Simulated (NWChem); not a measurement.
System: SiH2O2, singlet; SMILES O[Si]O

Input file for NWChem:

```
start job
memory heap 200 mb stack 900 mb global 1100 mb
geometry units angstroms noautosym nocenter noautoz
  Si     0.626107     0.020542     0.000000
  O     -0.411497     1.317374     0.000000
  H     -1.354995     1.103873     0.000000
  O     -0.518460    -1.209484     0.000000
  H     -0.167354    -2.106665     0.000000
end
basis spherical
  Si library 6-31g*
  O library 6-31g*
  H library 6-31g*
end
dft
  xc b3lyp
  iterations 150
end
cosmo
  do_cosmo_smd true
  solvent water
end
task dft energy
```

NWChem printed, in part:

```
             Northwest Computational Chemistry Package (NWChem) 7.3.0
             --------------------------------------------------------

                             Geometry "geometry" -> ""
                             -------------------------

 Output coordinates in angstroms (scale by  1.889725989 to convert to a.u.)

  No.       Tag          Charge          X              Y              Z
 ---- ---------------- ---------- -------------- -------------- --------------
    1 Si                  14.0000     0.62610700     0.02054200     0.00000000
    2 O                    8.0000    -0.41149700     1.31737400     0.00000000
    3 H                    1.0000    -1.35499500     1.10387300     0.00000000
    4 O                    8.0000    -0.51846000    -1.20948400     0.00000000
    5 H                    1.0000    -0.16735400    -2.10666500     0.00000000

 Effective nuclear repulsion energy (a.u.)     102.7744431639

                                 NWChem DFT Module
                                 -----------------

 Summary of "ao basis" -> "ao basis" (spherical)
 ------------------------------------------------------------------------------
       Tag                 Description            Shells   Functions and Types
 ---------------- ------------------------------  ------  ---------------------
 Si                          6-31g*                  8       18   4s3p1d
 O                           6-31g*                  6       14   3s2p1d
 H                           6-31g*                  2        2   2s

 in cosmo_initialize ...
 calling solv_data for solv:h2o

 solvent parameters
 solvname_short: h2o
 solvname_long:  water
 dielec:       78.4000
 dielecinf:     1.7769
 aqueous SMD model solvent descriptors
 dielec:       78.4000
 sola:          0.8200

          ---------------
          -cosmo- solvent
          ---------------
 Cosmo: York-Karplus, doi: 10.1021/jp992097l
 dielectric constant -eps-     =  78.40
 screen = (eps-1)/(eps    )    =   0.98724
 surface charge correction     = lagrangian

   van der Waals surface
 --------------------------

 ---------- ATOMIC COORDINATES (A.U.) ------------ VDWR(ANG.) --
     1    1.18317067    0.03881875    0.00000000     2.470
     2   -0.77761658    2.48947588    0.00000000     1.520
     3   -2.56056927    2.08601750    0.00000000     1.200
     4   -0.97974734   -2.28559335    0.00000000     1.520
     5   -0.31625320   -3.98101960    0.00000000     1.200
 number of segments per atom =        128
 number of   points per atom =        128
 atom (   nspa,  nppa )
 ----------------------
    1 (    104,     0 )       0
    2 (     42,     0 )       0
    3 (     62,     0 )       0
    4 (     40,     0 )       0
    5 (     62,     0 )       0
 number of -cosmo- surface points =      310
 molecular surface =     89.455 angstrom**2
 molecular volume  =     73.052 angstrom**3
 -lineq- algorithm             =   0
 -bem- low  level              =   3
 -bem- from -octahedral-
 gaussian surface charge width =   4.50000
 degree of switching           =   1.00000
 switching function tolerance  =   0.00010
 atomic radii =
 --------------
    1 14.000  2.470
    2  8.000  1.520
    3  1.000  1.200
    4  8.000  1.520
    5  1.000  1.200
 ...... end of -cosmo- initialization ......

 nat:                     5
 ixmem:                  1509
 calling mnsol_interface()
 G(SMD-CDS) energy (kcal/mol)  =     1.258
 SMD-CDS SASA (angstrom**2)    =   105.664

            General Information
            -------------------
          SCF calculation type: DFT
          Wavefunction type:  closed shell.
          No. of atoms     :     5
          No. of electrons :    32
           Alpha electrons :    16
            Beta electrons :    16
          Charge           :     0
          Spin multiplicity:     1
          Use of symmetry is: off; symmetry adaption is: off
          Maximum number of iterations: 150
          AO basis - number of functions:    50
                     number of shells:    24
          Convergence on energy requested:  1.00D-06
          Convergence on density requested:  1.00D-05
          Convergence on gradient requested:  5.00D-04

              XC Information
              --------------
                         B3LYP Method XC Potential
                     Hartree-Fock (Exact) Exchange  0.200
                        Slater Exchange Functional  0.800 local
                    Becke 1988 Exchange Functional  0.720 non-local
              Lee-Yang-Parr Correlation Functional  0.810
                  VWN I RPA Correlation Functional  0.190 local

             Grid Information
             ----------------
          Grid used for XC integration:  medium
          Radial quadrature: Mura-Knowles
          Angular quadrature: Lebedev.
          Tag              B.-S. Rad. Rad. Pts. Rad. Cut. Ang. Pts.
          ---              ---------- --------- --------- ---------
          Si                  1.10       88           8.0       590
          O                   0.60       49           9.0       434
          H                   0.35       45           9.0       434
          Grid pruning is: on
          Number of quadrature shells:   276
          Spatial weights used:  Erf1

      Superposition of Atomic Density Guess
      -------------------------------------

 Sum of atomic energies:        -439.32247706

      Non-variational initial energy
      ------------------------------

 Total energy =    -439.943975
 1-e energy   =    -811.737128
 2-e energy   =     269.018709
 HOMO         =      -0.281399
 LUMO         =      -0.012880

   convergence    iter        energy       DeltaE   RMS-Dens  Diis-err
 ---------------- ----- ----------------- --------- --------- ---------
     COSMO gas phase
 d= 0,ls=0.0,diis     1   -441.0992346289 -5.44D+02  2.43D-02  7.83D-01
 d= 0,ls=0.0,diis     2   -440.9820064659  1.17D-01  1.41D-02  2.02D+00
 d= 0,ls=0.0,diis     3   -441.1838541985 -2.02D-01  1.37D-03  1.56D-02
 d= 0,ls=0.0,diis     4   -441.1853170080 -1.46D-03  4.23D-04  8.83D-04
 d= 0,ls=0.0,diis     5   -441.1853593872 -4.24D-05  2.21D-04  4.85D-04
  Resetting Diis
 d= 0,ls=0.0,diis     6   -441.1854058016 -4.64D-05  4.22D-05  4.84D-06
 d= 0,ls=0.0,diis     7   -441.1854064726 -6.71D-07  1.14D-05  8.89D-08
 d= 0,ls=0.0,diis     8   -441.1854064727 -1.89D-11  5.02D-06  1.21D-07

   convergence    iter        energy       DeltaE   RMS-Dens  Diis-err
 ---------------- ----- ----------------- --------- --------- ---------
     COSMO solvation phase
 d= 0,ls=0.0,diis     1   -441.1970369982 -1.16D-02  2.74D-03  5.86D-03
 d= 0,ls=0.0,diis     2   -441.1983929778 -1.36D-03  7.05D-04  2.32D-03
 d= 0,ls=0.0,diis     3   -441.1985208612 -1.28D-04  3.47D-04  1.11D-03
 d= 0,ls=0.0,diis     4   -441.1986236116 -1.03D-04  7.97D-05  3.70D-05
 d= 0,ls=0.0,diis     5   -441.1986270614 -3.45D-06  2.45D-05  4.52D-06
 d= 0,ls=0.0,diis     6   -441.1986274501 -3.89D-07  8.02D-06  4.35D-07

         Total DFT energy =     -441.198627450142
      One electron energy =     -814.711952417706
           Coulomb energy =      309.502550003501
    Exchange-Corr. energy =      -38.922866694914
 Nuclear repulsion energy =      102.774443163917

             COSMO energy =        0.159198495060

 Numeric. integr. density =       32.000003597700

                                COSMO-SMD solvation results
                                ---------------------------

             internal energy in gas <Psi(g)|H|Psi(g)> =      -441.185406472662
         internal energy in solvent <Psi(s)|H|Psi(s)> =      -441.183570060319
                               delta internal energy  =         0.001836412343 (    1.15 kcal/mol)
   total free energy in solvent <Psi(s)|H+V/2|Psi(s)> =      -441.200632553745
 polarization energy contribution <Psi(s)|V/2|Psi(s)> =        -0.017062493426 (  -10.71 kcal/mol)
    total free energy in solvent including G(SMD-CDS) =      -441.198627450142
                       G(SMD-CDS) energy contribution =         0.002005103603 (    1.26 kcal/mol)
     1 M fixed-concentration free energy of solvation =        -0.013220977480 (   -8.30 kcal/mol)

                       DFT Final Molecular Orbital Analysis
                       ------------------------------------

 Vector   14  Occ=2.000000D+00  E=-3.677007D-01
              MO Center= -3.1D-01,  1.1D-01, -1.3D-07, r^2= 2.2D+00
   Bfn.  Coefficient  Atom+Function         Bfn.  Coefficient  Atom+Function
  ----- ------------  ---------------      ----- ------------  ---------------
    23      0.411840  2 O  pz                39      0.384900  4 O  pz
    27      0.305113  2 O  pz                43      0.285846  4 O  pz
     9      0.220492  1 Si pz                13      0.116856  1 Si pz
     5     -0.095499  1 Si pz                17      0.048573  1 Si d  1

 Vector   15  Occ=2.000000D+00  E=-3.254979D-01
              MO Center= -4.4D-01, -2.7D-02,  7.0D-10, r^2= 2.2D+00
   Bfn.  Coefficient  Atom+Function         Bfn.  Coefficient  Atom+Function
  ----- ------------  ---------------      ----- ------------  ---------------
    39     -0.462338  4 O  pz                23      0.437770  2 O  pz
    43     -0.365733  4 O  pz                27      0.346719  2 O  pz
    15      0.066074  1 Si d -1

 Vector   16  Occ=2.000000D+00  E=-2.546167D-01
              MO Center=  8.5D-01, -7.2D-02, -1.8D-08, r^2= 2.3D+00
   Bfn.  Coefficient  Atom+Function         Bfn.  Coefficient  Atom+Function
  ----- ------------  ---------------      ----- ------------  ---------------
    10      0.492745  1 Si s                  6      0.394957  1 Si s
     7      0.376899  1 Si px                37     -0.285915  4 O  px
    41     -0.230651  4 O  px                 2     -0.190218  1 Si s
    24     -0.173066  2 O  s                  3     -0.152765  1 Si px
    11      0.132698  1 Si px                21     -0.126801  2 O  px

 Vector   17  Occ=0.000000D+00  E=-4.265239D-02
              MO Center=  5.9D-01,  1.9D-02,  1.6D-08, r^2= 2.9D+00
   Bfn.  Coefficient  Atom+Function         Bfn.  Coefficient  Atom+Function
  ----- ------------  ---------------      ----- ------------  ---------------
    13      0.583782  1 Si pz                 9      0.561820  1 Si pz
    27     -0.248563  2 O  pz                43     -0.244403  4 O  pz
    23     -0.230803  2 O  pz                39     -0.228579  4 O  pz
     5     -0.201699  1 Si pz                17     -0.048618  1 Si d  1

 Vector   18  Occ=0.000000D+00  E= 2.632728D-02
              MO Center=  7.8D-01, -4.5D-02,  2.4D-09, r^2= 4.2D+00
   Bfn.  Coefficient  Atom+Function         Bfn.  Coefficient  Atom+Function
  ----- ------------  ---------------      ----- ------------  ---------------
    12      0.968837  1 Si py                24     -0.541271  2 O  s
    40      0.438818  4 O  s                  8      0.341051  1 Si py
    34      0.210693  3 H  s                 41      0.208975  4 O  px
    37      0.186293  4 O  px                 4     -0.128557  1 Si py
    20     -0.109063  2 O  s                 14      0.105167  1 Si d -2

 Vector   19  Occ=0.000000D+00  E= 6.236212D-02
              MO Center= -1.7D-01, -1.3D-01, -1.1D-08, r^2= 4.6D+00
   Bfn.  Coefficient  Atom+Function         Bfn.  Coefficient  Atom+Function
  ----- ------------  ---------------      ----- ------------  ---------------
    11      0.927751  1 Si px                10     -0.747411  1 Si s
    40      0.746598  4 O  s                 24      0.661257  2 O  s
    50     -0.386204  5 H  s                 34     -0.251476  3 H  s
    26     -0.236548  2 O  py                 7      0.214437  1 Si px
    22     -0.152560  2 O  py                36      0.138122  4 O  s

     Multipole analysis of the density
     ---------------------------------

     L   x y z        total         alpha         beta         nuclear
     -   - - -        -----         -----         ----         -------
     0   0 0 0     -0.000000    -16.000000    -16.000000     32.000000

     1   1 0 0     -0.339102      0.016121      0.016121     -0.371344
     1   0 1 0     -0.968915     -0.624218     -0.624218      0.279521
     1   0 0 1      0.000000      0.000000      0.000000      0.000000

     2   2 0 0    -18.098868    -28.435319    -28.435319     38.771770
     2   1 1 0     -2.088895     -0.538546     -0.538546     -1.011803
     2   1 0 1      0.000000      0.000000      0.000000      0.000000
     2   0 2 0    -16.366086    -63.979293    -63.979293    111.592500
     2   0 1 1     -0.000000     -0.000000     -0.000000      0.000000
     2   0 0 2    -17.345628     -8.672814     -8.672814      0.000000
```

Level: B3LYP/6-31G* (spherical d), SMD on the gas-phase geometry. Low-valent species are run as closed-shell singlets; no triplet was tried in these runs. Coordinates come from a PBE0/def2-SVP optimisation. Solvent: water.
